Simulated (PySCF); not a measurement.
**Vertical excitation energies**

C8H13P.
SMILES: `CC(C1=C(C=C)P1C)C`

Method: TDDFT B3LYP/def2-SVPD, vertical, gas phase, core orbitals frozen in the response (PySCF). Geometry: PBE0-D3(BJ)/def2-SVP, one conformer, isolated molecule. Torsions of this conformer, `[CH2:1]=[CH:2][C:3]1=[C:4]([CH:5]([CH3:6])[CH3:7])[P:8]1[CH3:9]`: C1–C2–C3–C4 -177°, C3–C4–C5–C6 0°.

Problem. Predict the UV-vis stick spectrum at this level.

Solution. 

```json
{"state": "S1", "E (eV)": "4.06", "ν̃ (cm⁻¹)": "32720", "f": "0.103", "main configurations (H = HOMO, L = LUMO)": "H→L (90%)"}
{"state": "S2", "E (eV)": "4.78", "ν̃ (cm⁻¹)": "38540", "f": "0.0011", "main configurations (H = HOMO, L = LUMO)": "H-1→L (97%)"}
{"state": "S3", "E (eV)": "5.25", "ν̃ (cm⁻¹)": "42380", "f": "0.0027", "main configurations (H = HOMO, L = LUMO)": "H→L+1 (76%), H→L+2 (14%)"}
{"state": "S4", "E (eV)": "5.52", "ν̃ (cm⁻¹)": "44490", "f": "0.124", "main configurations (H = HOMO, L = LUMO)": "H-2→L (38%), H→L+2 (32%), H→L+1 (17%)"}
{"state": "S5", "E (eV)": "5.62", "ν̃ (cm⁻¹)": "45330", "f": "0.167", "main configurations (H = HOMO, L = LUMO)": "H→L+2 (50%), H-2→L (29%)"}
{"state": "S6", "E (eV)": "5.95", "ν̃ (cm⁻¹)": "48010", "f": "0.034", "main configurations (H = HOMO, L = LUMO)": "H→L+3 (90%)"}
{"state": "S7", "E (eV)": "6.14", "ν̃ (cm⁻¹)": "49520", "f": "0.0073", "main configurations (H = HOMO, L = LUMO)": "H→L+4 (92%)"}
{"state": "S8", "E (eV)": "6.32", "ν̃ (cm⁻¹)": "50970", "f": "0.025", "main configurations (H = HOMO, L = LUMO)": "H→L+5 (65%), H→L+6 (16%), H-3→L (11%)"}
{"state": "S9", "E (eV)": "6.45", "ν̃ (cm⁻¹)": "52030", "f": "0.054", "main configurations (H = HOMO, L = LUMO)": "H→L+6 (56%), H→L+5 (27%)"}
{"state": "S10", "E (eV)": "6.54", "ν̃ (cm⁻¹)": "52760", "f": "0.159", "main configurations (H = HOMO, L = LUMO)": "H-3→L (54%), H→L+6 (18%)"}
```

Triplets, Tamm–Dancoff:

```csv
state,E (eV),λ (nm),"main configurations (H = HOMO, L = LUMO)"
T1,2.93,423.7,"H→L (87%), H-2→L (9%)"
T2,4.40,281.7,"H-2→L (62%), H-1→L (16%), H→L (9%)"
T3,4.56,272.2,"H-1→L (81%), H-2→L (15%)"
T4,4.66,265.9,"H→L+2 (41%), H→L+1 (41%), H→L+3 (9%)"
```

The lowest singlet comes at 306 nm (391 kJ/mol) in the ultraviolet; it is of moderate strength; its leading configuration is HOMO→LUMO (90%). The most intense listed level is S5 at 5.62 eV (221 nm, f = 0.167), 1.56 eV above S1. Löwdin shares by element: HOMO carbon 43% or more, phosphorus 34% (atoms not listed hold the other 23%); LUMO carbon 79% or more (atoms not listed hold the other 21%). Weighted by f, the mean energy of these states is 5.69 eV. The oscillator strengths of these states sum to 0.678; summed over the whole spectrum of an exact calculation they would give the number of electrons, 76 (Thomas–Reiche–Kuhn). Orbital energies (eV): HOMO-3 -8.57, HOMO-2 -7.40, HOMO-1 -7.19, HOMO -5.92, LUMO -1.27, LUMO+1 0.21, LUMO+2 0.54. The vertical ionisation energy (ΔSCF) is 7.78 eV, 1.23 eV above S10. Only the lowest 10 singlets were computed, as vertical energies without vibronic structure.

The run took 4.4 min of wall time on an Arm Neoverse V2 with one thread, shared host with 96 logical CPUs at a one-minute load of 40, and the process peaked at 1.2 GiB of memory.
